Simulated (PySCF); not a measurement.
SMILES [CH3][Al]([OH])[O][Si](C)(C)C, singlet, GFN2-xTB optimised geometry.

```
21

Al    -1.47     0.14     0.00
C     -2.39    -1.62     0.00
H     -2.15    -2.19    -0.90
H     -3.47    -1.50     0.05
H     -2.07    -2.23     0.84
O     -2.33     1.54     0.00
H     -2.74     2.39     0.00
O      0.21     0.14     0.00
Si     1.85     0.09     0.00
C      2.48     1.30    -1.33
C      2.46     0.61     1.73
C      2.39    -1.69    -0.40
H      3.57     1.31    -1.38
H      2.16     2.32    -1.13
H      2.11     1.04    -2.32
H      2.14     1.62     1.98
H      3.55     0.59     1.79
H      2.08    -0.06     2.50
H      2.03    -2.00    -1.38
H      2.00    -2.39     0.33
H      3.47    -1.78    -0.40
```

Density from PySCF with CAM-B3LYP/def2-SVP at that geometry.

Minimum of the electron density along straight lines between bonded atoms, close to the bond critical point (lines longer than 1.1 times the sum of covalent radii, or with two minima, are not listed):

```
bond     length / Å  ρ at the minimum / e bohr⁻³  ∇²ρ there / e bohr⁻⁵  position (fraction from the first atom)
-------  ----------  ---------------------------  --------------------  ---------------------------------------
Al1–C2        1.989                        0.080                  0.30                                     0.40
C2–H4         1.088                        0.270                 -0.96                                     0.63
C2–H5         1.089                        0.268                 -0.95                                     0.62
Al1–O6        1.645                        0.104                  1.05                                     0.44
O6–H7         0.946                        0.360                   [?]                                     0.82
Al1–O8        1.684                          [?]                  0.92                                     0.43
O8–Si9        1.636                          [?]                  1.02                                     0.59
Si9–C10       1.907                        0.112                  0.32                                     0.38
Si9–C11       1.907                        0.111                  0.32                                     0.38
Si9–C12       1.908                        0.111                  0.32                                     0.38
C10–H13       1.085                        0.272                 -0.97                                     0.62
C10–H14       1.086                        0.272                 -0.98                                     0.63
C10–H15       1.086                        0.271                 -0.97                                     0.62
C11–H16       1.086                        0.272                 -0.98                                     0.63
C11–H17       1.085                        0.272                 -0.97                                     0.62
C11–H18       1.086                        0.271                 -0.97                                     0.62
C12–H19       1.086                        0.271                 -0.98                                     0.63
C12–H20       1.086                        0.272                 -0.98                                     0.63
C12–H21       1.085                        0.272                 -0.97                                     0.62
```

Problem. Some entries are withheld; supply them.

Solution. 
- O6–H7, ∇²ρ there / e bohr⁻⁵: -2.58
- Al1–O8, ρ at the minimum / e bohr⁻³: 0.098
- O8–Si9, ρ at the minimum / e bohr⁻³: 0.124
